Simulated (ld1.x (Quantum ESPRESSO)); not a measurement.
## dysprosium: one change to a TM potential, before and after

ld1.x (Quantum ESPRESSO) 7.5 input, shortened:

```
&input
   title='Dy', zed=66., rel=1, dft='PBE', iswitch=3,
   config='[Xe] 4f9 5d1 6s0 6p0'
 /
 &inputp
   pseudotype=2, tm=.true., lloc=-1, rcloc=3.20,
   nlcc=.true., new_core_ps=.true., rcore=2.45
 /
3
6S  1  0   0.00   0.00  3.00  3.00  0.0
6P  2  1   0.00   0.00  3.65  3.65  0.0
5D  3  2   1.00   0.00  3.35  3.35  0.0
 &test
   configts(1)='5d1 6s0 6p0'
 /
```

Change: all radii but the core radius scaled by about 1.21 (s 3.64, p 4.42, d 4.06 bohr); local potential all-electron potential smoothed inside 3.88 bohr (lloc = -1).

Cutoffs: the cutoffs (Ry, on a coarse ladder) from which the occupation-weighted sum of valence levels, in a spherical-Bessel basis at the reference potential, stays within 10 and 1 mRy of its value at 400 Ry; they do not see the model core or the augmentation charge, which bear on the density cutoff. Errors are all-electron minus pseudo energies relative to the spin-unpolarised reference configuration.

Task: How do hardness, ghosts and transferability respond?

Result: The potential gets softer (15 Ry and 18 Ry → 12 Ry and 15 Ry); the bound ghost in s disappears; of the 7 tests that both files solve, the error grows in 3 and shrinks in 3 by more than 15 % and 0.3 meV (median size 11.2 → 49.7 meV). A larger radius leaves more room for a smooth pseudo-wave, so fewer plane waves are needed.

| quantity | base | changed |
| --- | --- | --- |
| cutoff, loose | 15 Ry | 12 Ry |
| cutoff, tight | 18 Ry | 15 Ry |
| bound ghosts | s | none |
| error for 5d1 6s2 6p0, meV [ΔE -19.27 eV] | -9.9 | -93 |
| error for 5d1 6s1 6p0, meV [ΔE -12.43 eV] | -8.7 | -36 |
| error for 5d1 6s1.5 6p0, meV [ΔE -16.51 eV] | -11 | -66 |
| error for 5d0 6s2 6p1, meV [ΔE -17.69 eV] | -86 | -50 |
| error for 5d2 6s0 6p0, meV [ΔE -10.94 eV] | -107 | -109 |
| error for 5d1 6s0 6p1, meV [ΔE -8.67 eV] | +6.3 | -3.8 |
| error for 5d0 6s2 6p0, meV [ΔE -13.43 eV] | -76 | -28 |

 A true bound ghost makes a file unfit for plane-wave use even where its test errors are small: the radial tests pick states by their node count and pass the ghost by.
